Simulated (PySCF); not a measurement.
Here is a job for PySCF.
```python
from pyscf import gto, scf, dft

mol = gto.Mole()
mol.atom = '''
    O     1.10385028   -0.07317263   -0.13629678
    Si   -0.40797618    0.05780856    0.04472453
    H    -1.06470779    1.35524447   -0.10446649
    H    -0.88650509   -0.59908882    1.32165800
    H    -1.16792280   -0.98009444   -0.75296067
'''
mol.basis = 'cc-pvdz'
mol.spin = 1
mol.verbose = 4
mol.build()

mf = dft.UKS(mol)
mf.xc = 'hse06'
mf.kernel()
mf.analyze()
```

### Question
What does this run give for the number of basis functions, total energy, HOMO energy, nuclear repulsion energy, <S^2>?

### Answer

```
Property                           Result
-------------------------  --------------
number of basis functions              47
total energy               -366.244419 Ha
HOMO energy                      -8.28 eV
nuclear repulsion energy       59.3101 Eh
<S^2>                               0.761
```

These values belong to the state on which the SCF converged, which isn't shown to be the lowest.
